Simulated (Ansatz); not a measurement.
C₂H₇ClGe⁻, that is GeHMe2Cl with one electron more: single points at one geometry.

```yaml
crystal:
  periodic: [false, false, false]
  atoms:
    - {symbol: Ge, position_ang: [-0.257257, -0.435681, 0.484773]}
    - {symbol: H, position_ang: [-0.311993, -0.528012, 2.022155]}
    - {symbol: C, position_ang: [1.564028, -0.532034, -0.182578]}
    - {symbol: H, position_ang: [1.561773, -0.500424, -1.281493]}
    - {symbol: H, position_ang: [2.041118, -1.466899, 0.143156]}
    - {symbol: H, position_ang: [2.150607, 0.318205, 0.197832]}
    - {symbol: C, position_ang: [-1.222560, 1.111259, -0.183628]}
    - {symbol: H, position_ang: [-2.265596, 1.090191, 0.161747]}
    - {symbol: H, position_ang: [-1.213968, 1.110302, -1.282952]}
    - {symbol: H, position_ang: [-0.747130, 2.036565, 0.176208]}
    - {symbol: Cl, position_ang: [-1.299034, -2.203473, -0.255199]}
basis:
  gaussian: {orbitals: def2-TZVPD, initial_orbitals: start.molden}
total_charge: -1
magnetization: {spin_polarized: true, initial_magnetization: 1}
hamiltonian: {xc: pbe0, dispersion: d4}
scf: {omitted_lower_state_checks: [starts]}
output: {orbitals: {seedname: orbitals}}
```

The file start.molden holds the orbitals of an earlier run on this structure, at another level or in another basis.

```sh
$ ansatz run in.yaml --threads 2 --pin off --events-out ev --progress --plain --max-ram 4352MiB
```

It prints (some lines left out):

```
Functional definition: PBE0
  name "PBE0"
  cite "Adamo & Barone, J. Chem. Phys. 110, 6158 (1999) doi:10.1063/1.478522"
  cite "Perdew, Burke & Ernzerhof, Phys. Rev. Lett. 77, 3865 (1996) doi:10.1103/PhysRevLett.77.3865"
  parent pbe
  parameter a = 0.25
  parameter kappa = 0.804
  parameter beta = 0.06672455060314922
  exchange = (1 - a)*pbe_x(kappa = kappa, mu = beta*pi^2/3) + a*exact_x
  correlation = pbe_c(beta = beta)
these checks for a lower state are left out or cut short: starts
1439 factors; their error is unknown
mean field evaluation 1: about -71212.7439 eV, gradient 1.1e2 eV
mean field evaluation 2: about -71215.7123 eV, gradient 5.0e0 eV
mean field evaluation 4: about -71216.6587 eV, gradient 4.1e0 eV
mean field evaluation 8: about -71217.0715 eV, gradient 1.6e-2 eV
mean field -71217.07149611 eV, -2617.1791048174 hartree, gradient 2.0e-5 eV, S^2 0.750229; 0 other end points of the search recorded, 0 dependent functions left out
reference -71217.07153508 eV, -2617.1791062492 hartree; 35, 34 occupied and 202, 203 virtual orbitals, 1439 factors
Total energy: -71217.29963694 eV, -2617.1874888379 hartree
Checks for a lower state left out: starts
```

Run time 26 s (2 threads of Arm Neoverse V1 on a shared host), peak host memory 0.95 GiB.

The first input with `hamiltonian: {xc: pbe, dispersion: d4}` (abridged; 17 s):

```
Functional definition: PBE
mean field -71214.19888837 eV, -2617.0735384301 hartree, gradient 1.5e-5 eV, S^2 0.750185
Total energy: -71214.46634037 eV, -2617.0833671096 hartree
Checks for a lower state left out: starts
```

First input, but with `hamiltonian: {xc: r2scan, dispersion: d4}` (abridged; 53 s):

```
Functional definition: r2SCAN
mean field -71228.58685032 eV, -2617.6022862790 hartree, gradient 2.0e-5 eV, S^2 0.750558
Total energy: -71228.65434431 eV, -2617.6047666375 hartree
Checks for a lower state left out: starts
```

Geometry: PBE0-D4/def2-SVP, that of the neutral singlet.

At PBE0-D4/def2-TZVPD, PBE-D4/def2-TZVPD, r2SCAN-D4/def2-TZVPD the highest occupied level of the charge -1 doublet lies above zero (up to 2.28 eV). By energy differences it is unbound by 1.10 eV (vertical, against the charge 0 singlet, at r2SCAN-D4/def2-TZVPD) and held by the finite basis.
